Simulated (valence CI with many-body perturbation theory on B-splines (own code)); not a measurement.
# Forbidden lines of Ho⁶¹⁺

Calculated by valence CI with perturbative core correlation (CI+MBPT): four valence electrons over a frozen Dirac-Fock core [He], a basis of 11 s, 11 p, 10 d, 8 f, 5 g, 2 h functions for each j, with the one-electron correlation potential Σ1, the two-electron term Σ2, the three-electron term Σ3, Breit, model QED; selected CI, second order for the rest, scaled by the run's own slope (own B-spline code, finite nucleus).

No measured spectrum was set against this ion. As an estimate, large intervals hold to a few tenths of a per cent, small ones and those within an open d or f shell to about a per cent. Among the levels kept, up to 910 cm⁻¹ of a level comes from second order outside the variational space, and about a tenth of that is noise between levels of different J, which matters for small intervals.

Lines 51 to 91 of 91 in falling wavelength, among levels below 814.58 Ry, chosen from the decays that carry over 1 % of a level's rate. Wavelengths and rates use the calculated energies. Electric multipoles are in the length gauge, E1 and E2 with the static RPA response of the core. Weak lines are less certain than strong ones. Lines between different terms over intervals too small for the method are left out, as are lines whose strength nearly cancels. The highest levels of a list are the least certain.

Levels are named by their leading jj configuration (3d3/2^4 stands for four electrons in 3d with j = 3/2), which in mixed levels can hold well under half, so a name can repeat and another be missing. Letters in brackets count levels of one name in rising energy.

```csv
λ vac (nm),Upper,Lower,Type,A (s⁻¹),Branch %
0.1436,(2s^2 2p3/2 3p3/2) J=3,(2s^2 2p1/2 2p3/2) J=1,E2,5.65e+11,7.3
0.1434,(2s^2 2p3/2 3p3/2) J=2,(2s^2 2p1/2 2p3/2) J=2,E2,6.55e+11,6.5
0.1431,(2s^2 2p3/2 3p3/2) J=2,(2s^2 2p1/2 2p3/2) J=1,E2,2.86e+11,2.8
0.1430,(2s^2 2p3/2 3p3/2) J=0,(2s^2 2p1/2 2p3/2) J=2,E2,9.18e+11,8.1
0.1422,(2s 2p3/2^2 3d5/2) J=5,(2s 2p1/2 2p3/2^2) J=3,M2,1.17e+10,1.2
0.1422,(2s 2p1/2 2p3/2 3d5/2) J=5,(2s 2p1/2^2 2p3/2) J=2,E3,4.74e+09,6.5
0.1416,(2s^2 2p3/2 3d5/2) J=4,(2s^2 2p1/2 2p3/2) J=2,M2,1.75e+10,13.0
0.1416,(2s^2 2p3/2 3d5/2) J=4,(2s^2 2p1/2 2p3/2) J=2,E3,1.94e+09,1.4
0.1413,(2s^2 2p3/2 3d5/2) J=4,(2s^2 2p1/2 2p3/2) J=1,E3,3.32e+09,2.5
0.1395,(2p1/2 2p3/2^2 3d3/2) J=4,(2s 2p1/2 2p3/2^2) J=2 [b],E2,2.70e+12,24.4
0.1395,(2p1/2^2 2p3/2 3d3/2) J=2,(2s 2p1/2^2 2p3/2) J=1,E2,1.81e+12,1.8
0.1394,(2p1/2^2 2p3/2 3d3/2) J=3,(2s 2p1/2^2 2p3/2) J=1,E2,2.21e+12,7.5
0.1394,(2s 2p1/2 2p3/2 3d3/2) J=4,(2s^2 2p1/2 2p3/2) J=2,E2,2.25e+12,37.3
0.1391,(2s 2p1/2^2 3d3/2) J=2,(2s^2 2p1/2^2) J=0,E2,2.74e+12,1.4
0.1389,(2s 2p1/2 2p3/2 3d5/2) J=4 [a],(2s^2 2p1/2 2p3/2) J=2,E2,4.50e+11,1.6
0.1388,(2p1/2 2p3/2^2 3d5/2) J=4,(2s 2p1/2 2p3/2^2) J=2 [b],E2,4.02e+11,3.5
0.1388,(2p1/2 2p3/2^2 3d3/2) J=2 [c],(2s 2p1/2 2p3/2^2) J=1 [b],E2,2.57e+12,4.1
0.1386,(2p1/2 2p3/2^2 3d5/2) J=3,(2s 2p1/2 2p3/2^2) J=1 [a],E2,1.76e+12,4.0
0.1384,(2s 2p1/2 2p3/2 3d3/2) J=3 [c],(2s^2 2p1/2 2p3/2) J=2,E2,2.04e+12,5.0
0.1384,(2s 2p3/2^2 3d5/2) J=4 [a],(2s^2 2p3/2^2) J=2,E2,2.32e+12,25.6
0.1383,(2p1/2^2 2p3/2 3d3/2) J=2,(2s 2p1/2^2 2p3/2) J=2,E2,3.05e+12,3.1
0.1383,(2p1/2 2p3/2^2 3d3/2) J=2 [c],(2s 2p1/2 2p3/2^2) J=0,E2,1.83e+12,2.9
0.1382,(2p1/2 2p3/2^2 3d3/2) J=4,(2s 2p1/2 2p3/2^2) J=3,E2,1.77e+12,16.0
0.1382,(2p1/2^2 2p3/2 3d3/2) J=3,(2s 2p1/2^2 2p3/2) J=2,E2,2.62e+12,8.9
0.1381,(2s 2p1/2 2p3/2 3d3/2) J=2 [c],(2s^2 2p1/2 2p3/2) J=1,E2,3.30e+12,1.1
0.1381,(2p1/2^2 2p3/2 3d3/2) J=1,(2s 2p1/2^2 2p3/2) J=2,E2,4.49e+12,1.6
0.1381,(2s 2p1/2 2p3/2 3d3/2) J=3 [c],(2s^2 2p1/2 2p3/2) J=1,E2,7.73e+11,1.9
0.1381,(2p1/2^2 2p3/2 3d3/2) J=0,(2s 2p1/2^2 2p3/2) J=2,E2,4.84e+12,27.5
0.1379,(2p1/2 2p3/2^2 3d3/2) J=1 [a],(2s 2p1/2 2p3/2^2) J=2 [a],E2,3.92e+12,2.5
0.1379,(2p1/2 2p3/2^2 3d3/2) J=2 [a],(2s 2p1/2 2p3/2^2) J=2 [a],E2,3.52e+12,2.9
0.1379,(2s 2p1/2 2p3/2 3d3/2) J=1 [c],(2s^2 2p1/2 2p3/2) J=1,E2,5.69e+12,1.2
0.1379,(2p1/2 2p3/2^2 3d3/2) J=0,(2s 2p1/2 2p3/2^2) J=2 [a],E2,4.18e+12,1.7
0.1376,(2p1/2 2p3/2^2 3d3/2) J=4,(2s 2p1/2 2p3/2^2) J=2 [a],E2,3.37e+11,3.0
0.1374,(2s 2p3/2^2 3d5/2) J=2 [b],(2s^2 2p3/2^2) J=0,E2,6.08e+12,3.1
0.1372,(2p1/2^2 2p3/2 3d5/2) J=4,(2s 2p1/2^2 2p3/2) J=2,E2,4.91e+12,61.3
0.1372,(2s 2p1/2 2p3/2 3d5/2) J=4 [c],(2s^2 2p1/2 2p3/2) J=2,E2,3.47e+12,1.0
0.1370,(2s 2p1/2 2p3/2 3d5/2) J=3 [c],(2s^2 2p1/2 2p3/2) J=1,E2,3.48e+12,1.3
0.1369,(2p1/2 2p3/2^2 3d5/2) J=4,(2s 2p1/2 2p3/2^2) J=2 [a],E2,4.60e+12,40.0
0.1369,(2p1/2 2p3/2^2 3d5/2) J=3,(2s 2p1/2 2p3/2^2) J=2 [a],E2,2.76e+12,6.2
0.1368,(2s 2p3/2^2 3d5/2) J=4 [b],(2s^2 2p3/2^2) J=2,E2,4.80e+12,28.4
0.1368,(2s 2p3/2^2 3d5/2) J=3 [b],(2s^2 2p3/2^2) J=2,E2,1.10e+12,3.4
```
